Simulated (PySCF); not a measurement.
# Excitation energy of Cr²⁺ by level of theory

Cr²⁺ [Ar] 3d4 (5D) → Cr²⁺ [Ar] 3d3 4s1 (5F), as a difference of total energies. All numbers are calculated (PySCF 2.14, scalar relativity by spin-free X2C-1e, in aug-cc-pVTZ-DK (8s7p5d3f2g, 93 functions)). Correlated levels: valence: [Ar] frozen. The calculations carry no spin-orbit coupling.

```tsv
method	excitation energy (eV)
UHF	5.709
LDA	6.455
PBE	6.226
PBE0	6.295
r2SCAN	6.093
TPSS	6.238
BP86	6.229
M06-2X	6.467
M06-L	6.868
MP2 (valence)	6.099
SCS-MP2 (valence)	5.839
```

How much does correlation contribute at MP2 (valence)?

6.099 − (5.709) = 0.390 eV, measured against UHF.

A first-order spin-orbit estimate (lowest level to lowest level, LS coupling) adds -0.023 eV.
